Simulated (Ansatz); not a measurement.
The cluster AsP₂⁺, relaxed as a singlet with RKS PBE-D4/def2-TZVP in Ansatz, starting from the PBE-D4/def2-TZVP geometry of the neutral doublet. Force threshold 0.02 eV/Å.

The structure comes from a short search, and lower isomers may exist.

Start:

Cartesian coordinates in Å:
```
P 0.4408 0.8317 -0.7565
P -0.7905 -0.8009 -0.5846
As 0.3497 -0.0308 1.3411
```

| step | energy (eV) | largest force component (eV/Å) | SCF passes |
| --- | --- | --- | --- |
| 1 | -79394.2438 | 1.261 | 18 |
| 2 | -79394.3765 | 0.143 | 21 |
| 3 | -79394.3775 | 0.016 | 23 |

Force components are those of the run's own axes.

End:

Cartesian coordinates in Å:
```
P 0.469 0.869 -0.758
P -0.784 -0.815 -0.521
As 0.315 -0.053 1.279
```

By distances, no bond broke or formed. The bond that changes most is P2–As3, from 2.37 to 2.24 Å (atoms count from 1).

No frequencies were taken in this run, so the end may be a saddle point.

Hardware: 4 threads of Arm Neoverse V1 on a shared host. Wall time 2 s.
